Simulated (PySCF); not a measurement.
Vertical excitations of a molecule CH₅FN₂Si₂ from TDA-LC-ωPBE/def2-SVPD (PySCF), as energy in eV (oscillator strength): 3.68 (0.000), 6.70 (0.029), 7.25 (0.012), 7.43 (0.013), 7.56 (0.017), 7.81 (0.114), 7.94 (0.148), 7.97 (0.048), 8.13 (0.048), 8.25 (0.005). Lowest triplet (TDA): 2.87 eV. Geometry: PBE-D3(BJ)/def2-SVP. The values are those of a single conformer.

### Question
Pick the molecule that these values belong to.
A) F[Si@H]1N=C[SiH2]N1
B) F[Si@@H]1C=N[SiH2]N1
C) N[Si@H]1N=C[Si@H]1F
D) N[Si@H]1C=N[Si@H]1F

### Answer
B, F[Si@@H]1C=N[SiH2]N1
